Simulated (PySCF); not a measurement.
Spectra and structures to be paired. Level of theory: TDDFT B3LYP/def2-SVPD, vertical, gas phase, core orbitals frozen in the response (PySCF 2.14.0, density-fitted response routines). Geometries: PBE0-D3(BJ)/def2-SVP; one conformer of each isolated species. Triplets are in the Tamm–Dancoff approximation. Relativistic effects are left out although some hold elements past zinc. Ions are computed without counter-ions or solvent.

A. `[CH3][Ti]([CH3])([CH3])[Cl]`
B. `[NH4+]`
C. `[SiH3][CH2][GeH3]`

Lowest singlet levels (six at most, fewer where fewer were computed) with oscillator strengths:

1. 167 nm (f 0.007); 159 nm (f 0.002); 157 nm (f 0.314); 153 nm (f 0.003); 152 nm (f 0.027); 151 nm (f 0.003); T1 7.08 eV
2. 83 nm (f 0.400 summed over 3 states); 75 nm (f 0.000 summed over 3 states); 74 nm (f 0.000 summed over 2 states) [of 10 roots; the last level is left out, as the window may have cut its degenerate partner]; T1 13.98 eV
3. 353 nm (f 0.000); 342 nm (f 0.000 summed over 2 states); 322 nm (f 0.000); 302 nm (f 0.000 summed over 2 states); 274 nm (f 0.008 summed over 2 states); 252 nm (f 0.005) [of 10 roots; the last level is left out, as the window may have cut its degenerate partner]; T1 3.24 eV

Question: Match each spectrum to its molecule.

Answer: 1 = C, 2 = B, 3 = A.
- A: S1 at 3.51 eV, HOMO-1/HOMO→LUMO/LUMO+1 (≥89%); for S1 the Löwdin share of titanium is 36% in HOMO-1 and 83% in LUMO; HOMO -7.83 and LUMO -2.32 eV.
- B: S1 at 14.89 eV, HOMO-2/HOMO-1/HOMO→LUMO (100%); Löwdin shares by element: HOMO (one of a set within 0.03 eV) nitrogen 59%, hydrogen 37% or more; LUMO hydrogen 48% or more, nitrogen 36% (atoms not listed hold the other 16%); HOMO -22.47 and LUMO -6.30 eV; point group Td, 5 of its 8 listed states under f = 0.0005.
- C: S1 at 7.41 eV, HOMO→LUMO (98%); Löwdin shares by element: HOMO carbon 32%, germanium 20%, silicon 17%, hydrogen 13% or more (atoms not listed hold the other 18%); LUMO germanium 28%, silicon 18%, carbon 12%, hydrogen 6% or more (atoms not listed hold the other 36%); HOMO -8.42 and LUMO -0.11 eV; point group Cs.

A slash joins orbitals within 0.01 eV of each other, whose weights are summed (≥ marks a lower bound).
